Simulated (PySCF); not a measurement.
An equivalent PySCF input for F⁺ (fluorine, charge +1), [He] 2s2 2p4, high-spin 3P determinant, with the spin-free X2C one-electron Hamiltonian (Gaussian nucleus):

```python
from pyscf import gto, scf, dft, mp, cc
import basis_set_exchange as bse
mol = gto.M(atom="F 0 0 0", charge=1, spin=2, symmetry="D2h",
            basis=gto.basis.parse(bse.get_basis("x2c-TZVPall", elements=["F"], fmt="nwchem", header=False)),
            nucmod="G")
mf = dft.UKS(mol, xc="PBE0").sfx2c1e()
mf.irrep_nelec = {'Ag': (2, 2), 'B1u': (1, 0), 'B2u': (1, 1), 'B3u': (1, 0)}
mf.kernel()
```

It reaches the same state as the run whose output follows, with an energy that differs only through the grid. The run itself started from symmetry-adapted Hartree-Fock orbitals and held the occupation by maximum overlap, on a logarithmic radial grid, so the iterations belong to that start.

```
SCF conv_tol = 1e-09
number electrons alpha = 5  beta = 3
XC functionals = PBE0
    C. Adamo and V. Barone.,  J. Chem. Phys. 110, 6158 (1999)
    M. Ernzerhof and G. E. Scuseria.,  J. Chem. Phys. 110, 5029 (1999)
cycle= 1 E= -99.1247470777307  delta_E= -0.00482  |g|= 0.0127  |ddm|= 0.0594
cycle= 2 E= -99.124792268527  delta_E= -4.52e-05  |g|= 0.00199  |ddm|= 0.00501
cycle= 3 E= -99.124793642035  delta_E= -1.37e-06  |g|= 0.000629  |ddm|= 0.00118
cycle= 4 E= -99.1247937433713  delta_E= -1.01e-07  |g|= 9.91e-05  |ddm|= 0.000286
cycle= 5 E= -99.1247937470166  delta_E= -3.65e-09  |g|= 5.1e-06  |ddm|= 5.8e-05
cycle= 6 E= -99.124793747028  delta_E= -1.14e-11  |g|= 2.01e-07  |ddm|= 3.6e-06
converged SCF energy = -99.124793747028  <S^2> = 2.0023424  2S+1 = 3.0015612
```
